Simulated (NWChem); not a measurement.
System: SiAsH$_{4}$F; SMILES F[SiH2][AsH2]

NWChem input:

```
start job
memory heap 200 mb stack 900 mb global 1100 mb
geometry units angstroms noautoz
  Si     0.505609    -1.205171     0.024405
  F     -0.839018    -2.103394    -0.067250
  As    -0.084860     1.100483     0.074834
  H      1.373229    -1.569636    -1.126559
  H      1.204807    -1.527842     1.296883
  H      1.403191     1.482804     0.077947
  H     -0.157965     1.205424    -1.453191
end
basis spherical
  * library aug-cc-pvdz
end
dft
  xc pbe0
  iterations 150
end
tddft
  nroots 6
  notriplet
end
task tddft energy
```

Excerpt of the output:

```
             Northwest Computational Chemistry Package (NWChem) 7.3.0
             --------------------------------------------------------

 C1  symmetry detected

                             Geometry "geometry" -> ""
                             -------------------------

 Output coordinates in angstroms (scale by  1.889725989 to convert to a.u.)

  No.       Tag          Charge          X              Y              Z
 ---- ---------------- ---------- -------------- -------------- --------------
    1 Si                  14.0000     0.54439455    -1.18603398     0.00874601
    2 F                    9.0000    -0.76590491    -2.13800168     0.01873473
    3 As                  33.0000    -0.13481787     1.09544832     0.03606077
    4 H                    1.0000     1.35817021    -1.54783001    -1.18171194
    5 H                    1.0000     1.32830898    -1.44638817     1.24563264
    6 H                    1.0000     1.33427658     1.53525013    -0.05780434
    7 H                    1.0000    -0.30014534     1.15566424    -1.48717861

 Effective nuclear repulsion energy (a.u.)     247.5873125104

                                 NWChem DFT Module
                                 -----------------

 Summary of "ao basis" -> "ao basis" (spherical)
 ------------------------------------------------------------------------------
       Tag                 Description            Shells   Functions and Types
 ---------------- ------------------------------  ------  ---------------------
 Si                       aug-cc-pvdz               11       27   5s4p2d
 F                        aug-cc-pvdz                9       23   4s3p2d
 As                       aug-cc-pvdz               14       36   6s5p3d
 H                        aug-cc-pvdz                5        9   3s2p

            General Information
            -------------------
          SCF calculation type: DFT
          Wavefunction type:  closed shell.
          No. of atoms     :     7
          No. of electrons :    60
           Alpha electrons :    30
            Beta electrons :    30
          Charge           :     0
          Spin multiplicity:     1
          Use of symmetry is: off; symmetry adaption is: off
          Maximum number of iterations: 150
          AO basis - number of functions:   122
                     number of shells:    54
          Convergence on energy requested:  1.00D-06
          Convergence on density requested:  1.00D-05
          Convergence on gradient requested:  5.00D-04

              XC Information
              --------------
                         PBE0 Method XC Functional
                     Hartree-Fock (Exact) Exchange  0.250
          PerdewBurkeErnzerhof Exchange Functional  0.750
            Perdew 1991 LDA Correlation Functional  1.000 local
           PerdewBurkeErnz. Correlation Functional  1.000 non-local

             Grid Information
             ----------------
          Grid used for XC integration:  medium
          Radial quadrature: Mura-Knowles
          Angular quadrature: Lebedev.
          Tag              B.-S. Rad. Rad. Pts. Rad. Cut. Ang. Pts.
          ---              ---------- --------- --------- ---------
          Si                  1.10       88          14.0       590
          F                   0.50       49          14.0       434
          As                  1.15      112          14.0       590
          H                   0.35       45          15.0       434
          Grid pruning is: on
          Number of quadrature shells:   429
          Spatial weights used:  Erf1

      Superposition of Atomic Density Guess
      -------------------------------------

 Sum of atomic energies:       -2624.33395794

      Non-variational initial energy
      ------------------------------

 Total energy =   -2624.978324
 1-e energy   =   -4148.452509
 2-e energy   =    1275.886872
 HOMO         =      -0.289074
 LUMO         =       0.015759

   convergence    iter        energy       DeltaE   RMS-Dens  Diis-err
 ---------------- ----- ----------------- --------- --------- ---------
 d= 0,ls=0.0,diis     1  -2627.0993692624 -2.87D+03  1.01D-02  5.05D-01
 d= 0,ls=0.0,diis     2  -2627.0683277264  3.10D-02  4.88D-03  1.02D+00
 d= 0,ls=0.0,diis     3  -2627.1569629451 -8.86D-02  8.62D-04  1.55D-02
 d= 0,ls=0.0,diis     4  -2627.1581534595 -1.19D-03  2.87D-04  9.43D-04
 d= 0,ls=0.0,diis     5  -2627.1583000765 -1.47D-04  7.92D-05  6.14D-05
  Resetting Diis
 d= 0,ls=0.0,diis     6  -2627.1583127301 -1.27D-05  1.73D-05  3.34D-06
 d= 0,ls=0.0,diis     7  -2627.1583132820 -5.52D-07  3.88D-06  7.15D-08

[...]

                                NWChem TDDFT Module
                                -------------------

            General Information
            -------------------
           No. of orbitals :     244
            Alpha orbitals :     122
             Beta orbitals :     122
        Alpha frozen cores :       0
         Beta frozen cores :       0
     Alpha frozen virtuals :       0
      Beta frozen virtuals :       0
         Spin multiplicity :       1
    Number of AO functions :     122
        Use of symmetry is : off
      Symmetry adaption is : off
         Schwarz screening :  0.10D-07

              XC Information
              --------------
                  PBE0 Method XC Functional
              Hartree-Fock (Exact) Exchange   0.25
   PerdewBurkeErnzerhof Exchange Functional   0.75
     Perdew 1991 LDA Correlation Functional   1.00 local
    PerdewBurkeErnz. Correlation Functional   1.00 non-local

             TDDFT Information
             -----------------
          Calculation type : TDDFT
         Wavefunction type : Restricted singlets
          No. of electrons :      60
           Alpha electrons :      30
            Beta electrons :      30
              No. of roots :       6
          Max subspacesize :    5200
            Max iterations :     100
               Target root :       1
           Target symmetry : none
      Symmetry restriction : off
                 Algorithm : Optimal
        Davidson threshold :  0.10D-03

    6 smallest eigenvalue differences (eV)
--------------------------------------------------------
  No. Spin  Occ  Vir  Irrep   E(Occ)    E(Vir)   E(Diff)
--------------------------------------------------------
    1    1   30   31 a        -0.284    -0.017     7.253
    2    1   30   32 a        -0.284    -0.012     7.401
    3    1   30   33 a        -0.284    -0.005     7.577
    4    1   30   34 a        -0.284    -0.000     7.719
    5    1   30   35 a        -0.284     0.031     8.567
    6    1   29   31 a        -0.334    -0.017     8.621
--------------------------------------------------------

  Entering Davidson iterations
  Restricted singlet excited states

  Iter   NTrls   NConv    DeltaV     DeltaE      Time
  ----  ------  ------  ---------  ---------  ---------
    1      6       0     0.14E+00   0.10+100       66.0
    2     18       0     0.34E-01   0.16E-01       72.5
    3     30       0     0.16E-01   0.12E-02       73.0
    4     42       0     0.95E-02   0.44E-03       72.1
    5     54       0     0.41E-02   0.16E-03       72.3
    6     66       0     0.15E-02   0.16E-04       72.4
    7     78       3     0.63E-03   0.14E-05       72.4
    8     84       4     0.28E-03   0.19E-06       66.0
    9     88       5     0.11E-03   0.33E-07       63.8
   10     90       6     0.84E-04   0.52E-08       62.2
  ----  ------  ------  ---------  ---------  ---------
  Convergence criterion met

  Ground state a       -2627.158313281978 a.u.

  ----------------------------------------------------------------------------
  Root   1 singlet a              0.222398037 a.u.                6.0518 eV
  ----------------------------------------------------------------------------
     Transition Moments    X -0.08842   Y -0.25812   Z  0.02095
     Dipole Oscillator Strength                    0.0111024244
     Electric Quadrupole                           0.0000000359
     Magnetic Dipole                               0.0000003527
     Total Oscillator Strength                     0.0111028130

     Occ.   29  a   ---  Virt.   33  a   -0.05396 X
     Occ.   30  a   ---  Virt.   31  a    0.82274 X
     Occ.   30  a   ---  Virt.   32  a    0.37047 X
     Occ.   30  a   ---  Virt.   33  a   -0.33760 X
     Occ.   30  a   ---  Virt.   34  a   -0.21883 X
     Occ.   30  a   ---  Virt.   38  a    0.07034 X
     Occ.   30  a   ---  Virt.   41  a   -0.05053 X
  ----------------------------------------------------------------------------
  Root   2 singlet a              0.228270012 a.u.                6.2115 eV
  ----------------------------------------------------------------------------
     Transition Moments    X  0.19231   Y -0.22248   Z -0.41502
     Dipole Oscillator Strength                    0.0393728976
     Electric Quadrupole                           0.0000002564
     Magnetic Dipole                               0.0000010698
     Total Oscillator Strength                     0.0393742238

     Occ.   30  a   ---  Virt.   31  a   -0.43190 X
     Occ.   30  a   ---  Virt.   32  a    0.87721 X
     Occ.   30  a   ---  Virt.   34  a   -0.16622 X
     Occ.   30  a   ---  Virt.   42  a    0.05893 X
  ----------------------------------------------------------------------------
  Root   3 singlet a              0.238800043 a.u.                6.4981 eV
  ----------------------------------------------------------------------------
     Transition Moments    X -0.18208   Y -0.31996   Z -0.01875
     Dipole Oscillator Strength                    0.0216317966
     Electric Quadrupole                           0.0000002732
     Magnetic Dipole                               0.0000026177
     Total Oscillator Strength                     0.0216346875

[...]
```

Level: PBE0/aug-cc-pVDZ, full TDDFT. Geometry: optimised at B3LYP/6-31G* (spherical d).
